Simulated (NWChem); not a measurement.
System: Si2NH6OCl; SMILES N[Si@@H](Cl)O[SiH3]

NWChem input:

```
start job
memory heap 200 mb stack 900 mb global 1100 mb
geometry units angstroms noautoz
  N     -1.597904     0.825982     0.670306
  Si    -0.536154     0.599903    -0.651927
  Cl     1.118838     1.759817    -0.211111
  O     -0.117003    -0.986776    -0.793277
  Si     0.307084    -2.256688     0.201737
  H     -2.532747     0.435318     0.685692
  H     -1.502408     1.627289     1.281904
  H     -1.029909     1.000327    -1.989492
  H      1.072000    -3.240335    -0.613911
  H     -0.920926    -2.913305     0.740665
  H      1.150401    -1.781787     1.338271
end
basis spherical
  * library def2-tzvp
end
dft
  xc xctpssh
  iterations 150
  semidirect filesize 400000000
  mulliken
end
task dft energy
```

Output (shortened):

```
             Northwest Computational Chemistry Package (NWChem) 7.3.0
             --------------------------------------------------------

 C1  symmetry detected

                             Geometry "geometry" -> ""
                             -------------------------

 Output coordinates in angstroms (scale by  1.889725989 to convert to a.u.)

  No.       Tag          Charge          X              Y              Z
 ---- ---------------- ---------- -------------- -------------- --------------
    1 N                    7.0000    -1.76089672     0.64449732     0.63283626
    2 Si                  14.0000    -0.51297529     0.59095433    -0.53615909
    3 Cl                  17.0000     0.95804663     1.84720441     0.19640352
    4 O                    8.0000     0.05929777    -0.94465719    -0.70234706
    5 Si                  14.0000     0.45358876    -2.23953336     0.27254241
    6 H                    1.0000    -2.65112920     0.18061798     0.49467472
    7 H                    1.0000    -1.82049782     1.40889621     1.29420344
    8 H                    1.0000    -0.85289324     1.03797254    -1.90650358
    9 H                    1.0000     1.40605525    -3.10350739    -0.47865399
   10 H                    1.0000    -0.77398312    -3.02567488     0.59603369
   11 H                    1.0000     1.08896166    -1.77489672     1.54094223

 Effective nuclear repulsion energy (a.u.)     370.3366907684

                                 NWChem DFT Module
                                 -----------------

 Summary of "ao basis" -> "ao basis" (spherical)
 ------------------------------------------------------------------------------
       Tag                 Description            Shells   Functions and Types
 ---------------- ------------------------------  ------  ---------------------
 N                         def2-tzvp                11       31   5s3p2d1f
 Si                        def2-tzvp                13       37   5s5p2d1f
 Cl                        def2-tzvp                13       37   5s5p2d1f
 O                         def2-tzvp                11       31   5s3p2d1f
 H                         def2-tzvp                 4        6   3s1p

            General Information
            -------------------
          SCF calculation type: DFT
          Wavefunction type:  closed shell.
          No. of atoms     :    11
          No. of electrons :    66
           Alpha electrons :    33
            Beta electrons :    33
          Charge           :     0
          Spin multiplicity:     1
          Use of symmetry is: off; symmetry adaption is: off
          Maximum number of iterations: 150
          AO basis - number of functions:   209
                     number of shells:    85
          Convergence on energy requested:  1.00D-06
          Convergence on density requested:  1.00D-05
          Convergence on gradient requested:  5.00D-04

              XC Information
              --------------
                  TPSS hybrid Method XC Functional
                     Hartree-Fock (Exact) Exchange  0.100
                  TPSS metaGGA Exchange Functional  0.900
             TPSS03 metaGGA Correlation Functional  1.000

             Grid Information
             ----------------
          Grid used for XC integration:  medium
          Radial quadrature: Mura-Knowles
          Angular quadrature: Lebedev.
          Tag              B.-S. Rad. Rad. Pts. Rad. Cut. Ang. Pts.
          ---              ---------- --------- --------- ---------
          N                   0.65       49          13.0       434
          Si                  1.10       88          12.0       590
          Cl                  1.00       88          13.0       590
          O                   0.60       49          10.0       434
          H                   0.35       45          14.0       434
          Grid pruning is: on
          Number of quadrature shells:   632
          Spatial weights used:  Erf1

      Superposition of Atomic Density Guess
      -------------------------------------

 Sum of atomic energies:       -1169.24322387

      Non-variational initial energy
      ------------------------------

 Total energy =   -1171.034300
 1-e energy   =   -2353.546432
 2-e energy   =     812.175441
 HOMO         =      -0.358127
 LUMO         =       0.017355

------------------------------------------------------------
EAF file 0: "./job.aoints.0" size=780140544 bytes
------------------------------------------------------------
               write      read    awrite     aread      wait
               -----      ----    ------     -----      ----
     calls:     1488         0         0         0         0
   data(b): 7.80e+08  0.00e+00  0.00e+00  0.00e+00
   time(s): 0.00e+00  0.00e+00  0.00e+00  0.00e+00  0.00e+00
rate(mb/s): 0.00e+00  0.00e+00
------------------------------------------------------------

     ---------------------------------------------
      Total Density - Mulliken Population Analysis
     ---------------------------------------------

    Atom       Charge   Shell Charges
 -----------   ------   -------------------------------------------------------
    1 N    7     7.93   0.82  1.16  0.57  0.80  0.17  1.64  1.93  0.84  0.00  0.01  0.00
    2 Si  14    12.91   2.00  0.59  1.39  0.77  0.30  4.10  1.73  0.46  0.86  0.21  0.20  0.22  0.07
    3 Cl  17    17.39   2.01  0.45  1.52  1.11  0.84  4.19  1.69  1.11  2.96  1.51  0.00  0.02  0.00
    4 O    8     8.77   0.79  1.18  0.59  0.97  0.22  2.04  2.26  0.71  0.00  0.01  0.00
    5 Si  14    13.45   2.00  0.59  1.39  0.85  0.44  4.11  1.73  0.49  1.16  0.40  0.13  0.12  0.04
    6 H    1     0.67   0.22  0.34  0.08  0.04
    7 H    1     0.67   0.22  0.34  0.08  0.04
    8 H    1     1.05   0.23  0.53  0.28  0.01
    9 H    1     1.05   0.23  0.55  0.27  0.01
   10 H    1     1.06   0.23  0.55  0.27  0.01
   11 H    1     1.05   0.23  0.54  0.27  0.01

   convergence    iter        energy       DeltaE   RMS-Dens  Diis-err
 ---------------- ----- ----------------- --------- --------- ---------
 d= 0,ls=0.0,diis     1  -1172.9939241624 -1.54D+03  4.70D-03  1.23D+00
 d= 0,ls=0.0,diis     2  -1172.9139024283  8.00D-02  3.10D-03  1.87D+00
 d= 0,ls=0.0,diis     3  -1173.0777437262 -1.64D-01  8.79D-04  1.77D-01
 d= 0,ls=0.0,diis     4  -1173.0901696356 -1.24D-02  3.77D-04  2.49D-02
 d= 0,ls=0.0,diis     5  -1173.0928517266 -2.68D-03  7.70D-05  8.75D-04
  Resetting Diis
 d= 0,ls=0.0,diis     6  -1173.0929330292 -8.13D-05  2.99D-05  1.10D-04
 d= 0,ls=0.0,diis     7  -1173.0929454403 -1.24D-05  1.36D-05  5.43D-06
 d= 0,ls=0.0,diis     8  -1173.0929448235  6.17D-07  8.16D-06  1.05D-05

         Total DFT energy =    -1173.092944823499
      One electron energy =    -2358.435309931688
           Coulomb energy =      903.099617801498
    Exchange-Corr. energy =      -88.093943461750
 Nuclear repulsion energy =      370.336690768441

 Numeric. integr. density =       65.999990301175

                       DFT Final Molecular Orbital Analysis
                       ------------------------------------

 Vector   31  Occ=2.000000D+00  E=-3.067847D-01
              MO Center=  4.8D-01,  9.5D-01, -1.0D-01, r^2= 4.4D+00
   Bfn.  Coefficient  Atom+Function         Bfn.  Coefficient  Atom+Function
  ----- ------------  ---------------      ----- ------------  ---------------
    85      0.376926   3 Cl pz               88      0.237829   3 Cl pz
    84     -0.227036   3 Cl py               82      0.176690   3 Cl pz
    76     -0.143850   3 Cl pz               87     -0.143974   3 Cl py
   187      0.123302   8 H  s                81     -0.106518   3 Cl py
   111     -0.099830   4 O  px              188      0.096251   8 H  s

 Vector   32  Occ=2.000000D+00  E=-3.022656D-01
              MO Center=  2.9D-01, -5.4D-01,  1.0D-01, r^2= 5.0D+00
   Bfn.  Coefficient  Atom+Function         Bfn.  Coefficient  Atom+Function
  ----- ------------  ---------------      ----- ------------  ---------------
   111      0.223450   4 O  px               84      0.197354   3 Cl py
    85      0.192946   3 Cl pz              114      0.193019   4 O  px
   199      0.146548  10 H  s               205     -0.143555  11 H  s
   112      0.129263   4 O  py              117      0.128873   4 O  px
   113      0.125634   4 O  pz               87      0.123051   3 Cl py

 Vector   33  Occ=2.000000D+00  E=-2.644797D-01
              MO Center= -1.5D+00,  6.0D-01,  4.2D-01, r^2= 1.9D+00
   Bfn.  Coefficient  Atom+Function         Bfn.  Coefficient  Atom+Function
  ----- ------------  ---------------      ----- ------------  ---------------
     7      0.264137   1 N  py                8     -0.253582   1 N  pz
    10      0.232143   1 N  py               11     -0.222941   1 N  pz
    13      0.213712   1 N  py               14     -0.199469   1 N  pz
     6     -0.143771   1 N  px                9     -0.127903   1 N  px
    12     -0.116914   1 N  px              187     -0.098721   8 H  s

 Vector   34  Occ=0.000000D+00  E=-5.261706D-03
              MO Center=  4.7D-02, -1.8D+00,  2.6D-01, r^2= 6.4D+00
   Bfn.  Coefficient  Atom+Function         Bfn.  Coefficient  Atom+Function
  ----- ------------  ---------------      ----- ------------  ---------------
   155      0.782023   5 Si py                5     -0.540453   1 N  s
   110     -0.531724   4 O  s               156     -0.528341   5 Si pz
   176      0.380290   6 H  s               182      0.350319   7 H  s
   154     -0.241755   5 Si px              152      0.230881   5 Si py
   200      0.219178  10 H  s               194      0.209461   9 H  s

 Vector   35  Occ=0.000000D+00  E= 1.972619D-02
              MO Center= -1.4D+00,  1.9D-01,  8.2D-02, r^2= 7.4D+00
   Bfn.  Coefficient  Atom+Function         Bfn.  Coefficient  Atom+Function
  ----- ------------  ---------------      ----- ------------  ---------------
     5      1.582459   1 N  s               176     -0.797483   6 H  s
   182     -0.698448   7 H  s                49      0.682723   2 Si px
    36     -0.415436   2 Si s               156     -0.320075   5 Si pz
   200     -0.320673  10 H  s                46      0.287536   2 Si px
   141      0.213267   5 Si s               154     -0.199496   5 Si px

 Vector   36  Occ=0.000000D+00  E= 2.755230D-02
              MO Center= -4.9D-01,  7.5D-01, -2.3D-01, r^2= 5.9D+00
   Bfn.  Coefficient  Atom+Function         Bfn.  Coefficient  Atom+Function
  ----- ------------  ---------------      ----- ------------  ---------------
    50      0.840707   2 Si py              176      0.656898   6 H  s
    73     -0.563309   3 Cl s               154     -0.460974   5 Si px
     5     -0.444233   1 N  s                86      0.377597   3 Cl px
    47      0.365386   2 Si py               49      0.314423   2 Si px
   194      0.315391   9 H  s               206      0.295161  11 H  s

------------------------------------------------------------
EAF file 0: "./job.aoints.0" size=1240989696 bytes
------------------------------------------------------------
               write      read    awrite     aread      wait
               -----      ----    ------     -----      ----
     calls:     2367         7         0     16562     16562
   data(b): 1.24e+09  3.67e+06  0.00e+00  8.68e+09
   time(s): 0.00e+00  0.00e+00  0.00e+00  0.00e+00  0.00e+00
rate(mb/s): 0.00e+00  0.00e+00
------------------------------------------------------------

     ---------------------------------------------
      Total Density - Mulliken Population Analysis
     ---------------------------------------------

    Atom       Charge   Shell Charges
 -----------   ------   -------------------------------------------------------
    1 N    7     7.63   0.82  1.16  0.54  0.79  0.18  1.58  1.70  0.85  0.00  0.01  0.00
    2 Si  14    13.38   2.00  0.57  1.39  0.82  0.17  4.13  1.69  0.58  1.10  0.18  0.29  0.35  0.10
    3 Cl  17    17.27   2.01  0.44  1.52  1.12  0.84  4.19  1.67  1.13  2.86  1.46  0.01  0.02  0.00
    4 O    8     8.40   0.79  1.18  0.57  0.93  0.25  1.91  2.01  0.74  0.00  0.01  0.00
    5 Si  14    13.67   2.00  0.57  1.39  0.87  0.36  4.13  1.69  0.58  1.33  0.30  0.18  0.21  0.05
    6 H    1     0.75   0.27  0.40  0.05  0.04
    7 H    1     0.75   0.27  0.39  0.05  0.04
    8 H    1     1.04   0.25  0.56  0.22  0.01
    9 H    1     1.03   0.25  0.57  0.21  0.01
   10 H    1     1.05   0.25  0.57  0.22  0.01
   11 H    1     1.03   0.24  0.57  0.21  0.01

     -------------------------------------------
      Total Density - Lowdin Population Analysis
     -------------------------------------------

    Atom       Charge   Shell Charges
 -----------   ------   -------------------------------------------------------
    1 N    7     7.25   0.89  1.07  0.44  0.46  0.24  1.41  1.70  0.98  0.00  0.06  0.00
    2 Si  14    14.27   2.00  0.83  1.09  0.46  0.28  3.85  1.87  0.67  1.02  0.52  0.32  0.98  0.37
    3 Cl  17    16.79   1.98  0.84  1.14  0.90  0.76  3.93  1.90  1.26  2.49  1.55  0.01  0.04  0.00
    4 O    8     8.01   0.87  1.09  0.52  0.56  0.29  1.77  1.91  0.97  0.00  0.03  0.00
    5 Si  14    13.82   2.00  0.83  1.09  0.53  0.33  3.85  1.88  0.70  1.16  0.59  0.20  0.50  0.16
    6 H    1     0.84   0.25  0.35  0.12  0.11
    7 H    1     0.84   0.25  0.35  0.13  0.11
    8 H    1     1.04   0.25  0.48  0.29  0.02
    9 H    1     1.05   0.25  0.49  0.29  0.02
   10 H    1     1.05   0.25  0.49  0.29  0.02
   11 H    1     1.05   0.25  0.48  0.29  0.02

     Multipole analysis of the density
     ---------------------------------

     L   x y z        total         alpha         beta         nuclear
     -   - - -        -----         -----         ----         -------
     0   0 0 0      0.000000    -33.000000    -33.000000     66.000000

     1   1 0 0     -0.862864     -0.431432     -0.431432     -0.000000
     1   0 1 0     -0.127552     -0.063776     -0.063776     -0.000000
     1   0 0 1      0.239225      0.119613      0.119613      0.000000

     2   2 0 0    -35.545351   -122.642963   -122.642963    209.740575
     2   1 1 0     -1.664905      7.482137      7.482137    -16.629179
     2   1 0 1     -0.760106      1.140323      1.140323     -3.040751
     2   0 2 0    -39.269884   -319.946242   -319.946242    600.622600
     2   0 1 1      0.536859      3.428192      3.428192     -6.319526
     2   0 0 2    -39.390967    -57.161663    -57.161663     74.932359
```

Level: TPSSh/def2-TZVP. The geometry was optimised at PBE0/def2-SVP.
